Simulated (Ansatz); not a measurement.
Reaction (redistribution): `NB(Cl)Br` + `BO[SiH3]` → `NB(Cl)O[SiH3]` + `BBr`

Program: Ansatz. Geometries: PBE0-D4/def2-TZVP. ΔE: electronic, gas phase. CCSD(T)/CBS is the MP2 limit (def2-TZVPP, def2-QZVPP) plus CCSD(T) − MP2 in def2-TZVPP, frozen cores. Functionals use def2-TZVPP. For Br outer-core shells are correlated without core-valence functions, which leaves a few kJ/mol of doubt a bond. Scalar relativity is left out up to krypton. One conformer a species, not always the lowest.

`NB(Cl)Br`:

Z-matrix (Å, degrees):
```
N
B 1 1.382
H 1 1.005 2 122.5
H 1 1.006 2 122.2 3 -180.0
Cl 2 1.757 1 120.6 3 -180.0
Br 2 1.926 1 119.8 3 -0.0
```

`BO[SiH3]`:

```xyz
8

B    -1.383    0.684    0.253
O    -0.619   -0.283   -0.290
Si    1.011   -0.579   -0.238
H    -0.875    1.548    0.921
H    -2.563    0.653    0.047
H     1.694    0.460    0.574
H     1.521   -0.564   -1.629
H     1.213   -1.919    0.362
```

`NB(Cl)O[SiH3]`:

Z-matrix (Å, degrees):
```
Si
O 1 1.641
H 1 1.482 2 108.8
H 1 1.482 2 108.9 3 -120.2
H 1 1.490 2 110.5 3 119.9
B 2 1.357 1 138.0 3 -120.6
Cl 6 1.779 2 117.5 1 -179.9
N 6 1.397 2 124.1 1 0.1
H 8 1.005 6 123.1 2 0.1
H 8 1.003 6 122.1 2 180.0
```

`BBr`:

Cartesian coordinates in Å:
```
B 0.094 -0.166 -0.043
Br -0.819 1.438 0.370
H 1.282 -0.143 -0.044
H -0.558 -1.129 -0.283
```

```json
{"level": "r2SCANh-D4", "ΔE (kJ/mol)": "7.7"}
{"level": "MP2/CBS(def2)", "ΔE (kJ/mol)": "12.6"}
```

Problem. What does CCSD(T)/CBS give? (Estimate.)

Solution. Computed: +8.4 kJ/mol. The listed levels differ from it by -0.7, 4.2 kJ/mol.

Largest T1 diagnostic among the species: 0.013.

From BLYP to BHLYP (50 % exact exchange), in def2-TZVPP and without D4, ΔE moves by −6.4 kJ/mol. Leaving LDA and LC-ωPBE aside and taking each functional with its dispersion term where it has one, the values, not all of them listed here, spread over 6.5 kJ/mol, from BHLYP-D4 to PBE-D4. At CCSD(T), def2-SVP lies +7.5 kJ/mol from the extrapolated value and def2-TZVPP −0.2 kJ/mol.
